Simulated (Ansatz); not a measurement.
`[CH3][GeH2][Cl]` + HCl → `[Cl][GeH2][Cl]` + CH₄  (ligand exchange at a Ge–C bond)

Isolated molecules relaxed with PBE0-D4/def2-TZVP in Ansatz; ΔE leaves out vibrations. CCSD(T)/CBS is the MP2 limit (def2-TZVPP, def2-QZVPP) plus CCSD(T) − MP2 in def2-TZVPP, frozen cores. This one scheme is used for every species. DFT in def2-TZVPP. HSE06 is defined as in plane-wave codes. For Ge outer-core shells are correlated without core-valence functions, which leaves a few kJ/mol of doubt a bond. Scalar relativity is left out up to krypton.

Q: Is it downhill or uphill in electronic energy at CCSD(T)/CBS, and by how much? (An estimate is asked.)

A: The calculation gave: Downhill: ΔE = -18.7 kcal/mol.

Q: What do these levels give: BHLYP-D4, PBE, r2SCAN0, HSE06, CCSD(T)/def2-SVP, CCSD/CBS(def2)? (An estimate is asked.)

A: Ansatz gave: BHLYP-D4 -21.4, PBE -20.1, r2SCAN0 -20.7, HSE06 -20.2, CCSD(T)/def2-SVP -20.3, CCSD/CBS(def2) -18.8 kcal/mol.

Largest T1 diagnostic among the species: 0.010.

Leaving LDA and LC-ωPBE aside and taking each functional with its dispersion term where it has one, the values, not all of them listed here, spread over 1.8 kcal/mol, from B97M-V to PBE-QIDH. LDA lies +1.7 kcal/mol from PBE without D4. At CCSD(T), def2-SVP lies −1.5 kcal/mol from the extrapolated value and def2-TZVPP +0.2 kcal/mol. In def2-TZVPP, CCSD(T) changes the Hartree–Fock value by +4.1 kcal/mol (the triples alone add +0.1 kcal/mol) and MP2 by +3.5 kcal/mol.
